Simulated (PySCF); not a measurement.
Job for PySCF: R-BP86/6-31G* on BCl2HO (SMILES OB(Cl)Cl), a point of a torsion scan.

```python
from pyscf import gto, scf, dft, mp
from pyscf.data.elements import chemcore

mol = gto.M(
    atom='''
    O    -0.88566161   -0.49196356    0.31752058
    B     0.28154980    0.12100195    0.14946541
    Cl    0.88872376    0.54255782   -1.43628530
    Cl    1.30353354    0.31351590    1.52288690
    H    -1.60695802   -0.36824760   -0.30093266
    ''',
    basis='6-31g*',
    cart=True,
    charge=0, spin=0, verbose=3, max_memory=1800)
mf = dft.RKS(mol, xc='b88,p86')
mf.conv_tol = 1e-8
mf.max_cycle = 100
mf.kernel()
if not mf.converged:
    mf = mf.newton().run(mf.mo_coeff, mf.mo_occ)
```

The log:

```
converged SCF energy = -1021.24830295299
```

Self-consistency was reached.

Cost: roughly 9 core-seconds.
